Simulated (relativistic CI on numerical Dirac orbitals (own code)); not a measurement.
# Slater and spin-orbit integrals, Ti VI

Method of calculation: Dirac-Coulomb-Breit CI, orbitals from a KLI potential per configuration, a model potential for QED, valence Slater integrals scaled by 0.85, P86 correlation energy added to each configuration (own radial code, finite nucleus).

Slater integrals F^k, G^k are unscaled and averaged over j, outside the closed core [Ne]; ζ comes from projecting the Hamiltonian with its Breit term on Σ l·s of the shell.

- 3s²3p⁵: ζ(3p) = 3922.7 cm⁻¹; <r>(3p) = 0.9987, <r^2>(3p) = 1.156 (bohr units).
- 3s²3p⁴3d: F^2(3p,3p) = 100770, ζ(3p) = 3955.7, F^2(3p,3d) = 94726, G^1(3p,3d) = 116170, G^3(3p,3d) = 72165, ζ(3d) = 192.26 cm⁻¹; <r>(3p) = 0.9973, <r^2>(3p) = 1.153, <r>(3d) = 1.061, <r^2>(3d) = 1.346 (bohr units).
- 3s3p⁵3d: G^1(3s,3p) = 135090, ζ(3p) = 3948.7, G^2(3s,3d) = 90144, F^2(3p,3d) = 94654, G^1(3p,3d) = 116080, G^3(3p,3d) = 72103, ζ(3d) = 205.04 cm⁻¹; <r>(3s) = 0.9566, <r^2>(3s) = 1.046, <r>(3p) = 0.9976, <r^2>(3p) = 1.153, <r>(3d) = 1.062, <r^2>(3d) = 1.348 (bohr units).

Averages of the first 10 configurations, taken without configuration mixing, which lowers the lowest level and can move excited configurations by several eV; other configurations of the list can lie among them:

```tsv
Configuration	Parity	States	Average energy above the lowest level (eV)
3s²3p⁵	odd	6	3.0
3s3p⁶	even	2	34.3
3s²3p⁴3d	even	150	41.5
3s3p⁵3d	odd	120	70.8
3s²3p⁴4s	even	30	66.3
3s²3p⁴4p	odd	90	74.1
3p⁶3d	even	10	104.7
3s3p⁴3d²	even	1350	108.5
3s²3p⁴4d	even	150	85.3
3s²3p⁴4f	odd	210	92.8
```
